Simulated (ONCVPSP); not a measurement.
# Before and after: ONCV potential for Ti

titanium (Ti), optimised norm-conserving Vanderbilt (ONCV), made with ONCVPSP 4.0.1 (LDA (Perdew-Wang 92), scalar-relativistic). Core [Ne], reference 3s2 3p6 3d2 4s2. Waves: 3s+4s: rc 1.40 bohr, ncon 4, nbas 9, qcut 8.2 1/bohr, 2 projectors; 3p: rc 1.20 bohr, ncon 4, nbas 8, qcut 5.6 1/bohr, 2 projectors, debl 2.8 Ha; 3d: rc 1.45 bohr, ncon 4, nbas 8, qcut 10.7 1/bohr, 2 projectors, debl 1.9 Ha. Local part: polynomial inside 1.05 bohr (lpopt 5, dvloc0 1 Ha). Core correction: none.

Change: p: qcut 8.6.

Cutoffs: the cutoffs (Ha) at which the residual kinetic energy of the hardest occupied pseudo-wave falls to 1 and 0.1 mHa per electron; they do not see the model core or the augmentation charge, which bear on the density cutoff. Errors are all-electron minus pseudo energies relative to the spin-unpolarised reference configuration.

Problem. Predict the effect on cutoff, ghosts and configuration errors.

Solution. The potential gets softer (42 Ha and 64 Ha → 42 Ha and 48 Ha); the errors of the 4 common tests hardly move; neither file shows a bound ghost.

| quantity | base | changed |
| --- | --- | --- |
| cutoff, loose | 42 Ha | 42 Ha |
| cutoff, tight | 64 Ha | 48 Ha |
| loose cutoff by channel | s 25 Ha, p 21 Ha, d 42 Ha | s 25 Ha, p 19 Ha, d 42 Ha |
| bound ghosts | none | none |
| GHOST(+) flags under 300 eV | none | none |
| error for 3s2 3p6 3d2 4s1, meV [ΔE 7.53 eV] | -0.2 | -0.2 |
| error for 3s2 3p6 3d2 4s0, meV [ΔE 21.32 eV] | -0.1 | -0.1 |
| error for 3s2 3p6 3d1 4s0, meV [ΔE 48.52 eV] | +15 | +16 |
| error for 3s2 3p6 3d3 4s1, meV [ΔE 1.05 eV] | +4.0 | +4.0 |
| s: phases at 1.42 bohr within 0.05 rad from the reference energy up to (Ha; the scan ends near 5) | to the end of the scan | to the end of the scan |
| p: phases at 1.22 bohr within 0.05 rad from the reference energy up to (Ha; the scan ends near 5) | to the end of the scan | to the end of the scan |
| d: phases at 1.47 bohr within 0.05 rad from the reference energy up to (Ha; the scan ends near 5) | to the end of the scan | to the end of the scan |
